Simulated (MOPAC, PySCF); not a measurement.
H3BO3, SMILES `B(O)(O)O`, neutral singlet in the gas phase. 

Z-matrix (Å, degrees):
```
B
O 1 1.3660
H 2 0.9595 1 112.18
O 1 1.3660 2 120.00 3 0.00
H 4 0.9595 1 112.17 2 180.00
O 1 1.3660 2 120.00 3 180.00
H 6 0.9595 1 112.17 2 0.00
```
Charge 0, multiplicity 1.

All levels are single points at this geometry (PBE0-D3(BJ)/def2-TZVP); Pople sets use spherical d functions. Orbital energies aren't observables, and empty levels follow the basis.

HF/STO-3G in PySCF gives gap (eV) = 21.10.

Problem. Estimate the gap (eV) from each of these levels: PBE-D3(BJ)/def2-TZVP in PySCF; PBE0-D3(BJ)/def2-TZVP in PySCF; ωB97X-D3(BJ)/def2-TZVP in PySCF; B3LYP/3-21G in PySCF; B3LYP/6-311+G** in PySCF; BP86/6-31G* in PySCF; M06-2X/6-31G* in PySCF; SVWN5/6-31G* in PySCF; AM1 in MOPAC; PM3 in MOPAC; PM6 in MOPAC; PM7 in MOPAC.

Solution. 
```tsv
level	gap (eV)
PBE-D3(BJ)/def2-TZVP in PySCF	7.30
PBE0-D3(BJ)/def2-TZVP in PySCF	9.92
ωB97X-D3(BJ)/def2-TZVP in PySCF	14.36
B3LYP/3-21G in PySCF	10.38
B3LYP/6-311+G** in PySCF	8.64
BP86/6-31G* in PySCF	8.29
M06-2X/6-31G* in PySCF	13.68
SVWN5/6-31G* in PySCF	8.12
AM1 in MOPAC	14.75
PM3 in MOPAC	14.48
PM6 in MOPAC	13.63
PM7 in MOPAC	12.26
```
